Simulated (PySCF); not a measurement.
SMILES CCO[SiH](C)CC (C₅H₁₄OSi) at its GFN2-xTB optimised geometry (Å):

```
21

Si    -0.2520    -0.4477     0.0000
C      1.6538    -0.4477     0.0000
C     -0.9681     1.3077     0.0000
C     -0.5267     2.1103     1.2159
O     -0.8650    -1.0743    -1.3690
C     -0.6370    -2.3383    -1.9260
C     -1.3257    -2.4301    -3.2790
H     -0.7036    -1.2232     1.1706
H      2.0570     0.0368     0.8833
H      2.0477     0.0750    -0.8687
H      2.0507    -1.4596    -0.0213
H     -2.0570     1.2602    -0.0178
H     -0.6696     1.8392    -0.9046
H      0.5552     2.2155     1.2337
H     -0.8311     1.6126     2.1334
H     -0.9646     3.1073     1.2080
H     -1.0264    -3.1073    -1.2476
H      0.4414    -2.5029    -2.0370
H     -1.1594    -3.4104    -3.7171
H     -2.3936    -2.2669    -3.1614
H     -0.9315    -1.6685    -3.9466
```

Method: CAM-B3LYP/def2-SVP (PySCF 2.14.0). Cells within 0.4 Å of a nucleus heavier than hydrogen are left out (blank, or x).

Map of the deformation density (molecule minus spherical neutral atoms) (e/bohr³) on the plane z = 0.0 Å:

```
|11111111111111111111111111111|
|11111111111111111111111111111|
|11111111111111111111111111111|
|11111111111111111111111111111|
|11111111111111111111111111111|
|11111111111111111111111111111|
|11111111111111111111111111111|
|11111111111000011111111111111|
|11111111110000001111111111111|
|11111111111011001111111111111|
|11111111155xx0001111111111111|
|11111110198xx1000111111111111|
|11111111123475100000111111111|
|11111111111354111001111111111|
|11111111110121113223111111111|
|1111111111000xx267xx001111111|
|1111111111000x1244x6211111111|
|11111111111010001259411111111|
|11111111111110000124111111111|
|11111111111110001110011111111|
|11111111111111111111111111111|
|11111111111111111111111111111|
|11111111111111111111111111111|
|11111111111111111111111111111|
|11111111111111111111111111111|
|11111111111111111111111111111|
|11111111111111111111111111111|
|11111111111111111111111111111|
|11111111111111111111111111111|
```
Scale: ten equal steps from -0.017 (start of '0') to 0.094 (end of '9'), in the order '0123456789'; x runs from -5.50 to 5.50, y from -5.50 (bottom) to 5.50 (top).
